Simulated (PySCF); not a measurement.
First SCF of a structure search on triplet HWN, at a hand-made bent geometry. PySCF input:

```python
from pyscf import gto, scf, dft
mol = gto.M(atom='''
W      0.000000     0.000000     0.000000
N     -1.474500     0.000000     1.032400
H      1.384400     0.000000     0.969300''',
    basis={'W': 'def2-TZVP', 'N': 'def2-TZVP', 'H': 'def2-TZVP'},
    ecp={'W': 'def2-TZVP'},
    charge=0, spin=2)
mf = dft.UKS(mol, xc='PBE0')
mf.grids.atom_grid = (50, 194)
aux = {'W': 'def2-universal-JKFIT', 'N': 'def2-universal-JKFIT', 'H': 'def2-universal-JKFIT'}
mf = mf.density_fit(auxbasis=aux)
mf.conv_tol = 1e-08
mf.diis_space = 10
mf.max_cycle = 60
mf.init_guess = 'minao'
mf.verbose = 4
mf.kernel()
```

Excerpt of the output (cycles alone):

```
init E= -103.201288413434
cycle= 1 E= -121.981702159107  delta_E= -18.8  |g|= 0.781  |ddm|= 5.28
cycle= 2 E= -117.600151160625  delta_E= 4.38  |g|= 2.54  |ddm|= 2.18
cycle= 3 E= -122.241351544916  delta_E= -4.64  |g|= 0.228  |ddm|= 1.92
cycle= 4 E= -122.264555567761  delta_E= -0.0232  |g|= 0.117  |ddm|= 0.253
cycle= 5 E= -122.271796350953  delta_E= -0.00724  |g|= 0.0243  |ddm|= 0.117
cycle= 6 E= -122.272541489598  delta_E= -0.000745  |g|= 0.0133  |ddm|= 0.0336
cycle= 7 E= -122.27306372998  delta_E= -0.000522  |g|= 0.00891  |ddm|= 0.029
cycle= 8 E= -122.273771212822  delta_E= -0.000707  |g|= 0.00818  |ddm|= 0.0529
cycle= 9 E= -122.274211363152  delta_E= -0.00044  |g|= 0.00751  |ddm|= 0.0612
cycle= 10 E= -122.274278979387  delta_E= -6.76e-05  |g|= 0.00271  |ddm|= 0.0147
cycle= 11 E= -122.274299872201  delta_E= -2.09e-05  |g|= 0.000937  |ddm|= 0.0123
cycle= 12 E= -122.274302559956  delta_E= -2.69e-06  |g|= 0.000315  |ddm|= 0.00431
cycle= 13 E= -122.274303070829  delta_E= -5.11e-07  |g|= 0.000157  |ddm|= 0.00148
cycle= 14 E= -122.274303180232  delta_E= -1.09e-07  |g|= 6.79e-05  |ddm|= 0.000925
cycle= 15 E= -122.274303192815  delta_E= -1.26e-08  |g|= 2.17e-05  |ddm|= 0.000291
cycle= 16 E= -122.274303193772  delta_E= -9.57e-10  |g|= 1.67e-05  |ddm|= 7.83e-05
Extra cycle  E= -122.274303192508  delta_E= 1.26e-09  |g|= 5.84e-05  |ddm|= 4.76e-05
converged SCF energy = -122.274303192508  <S^2> = 2.2316183  2S+1 = 3.1506306
```

No lower solution of this spin was found from smeared starts or by a stability analysis within the unrestricted form.

Other spin states or occupations of the open shell can lie lower. Spin–orbit coupling, left out here, can matter for elements this heavy.

The search for the lowest solution, 3 starts and the stability check together, took 7.4 s on 2 threads of a shared Arm Neoverse V2 host, with 77 basis functions; the process peaked at 0.34 GiB.
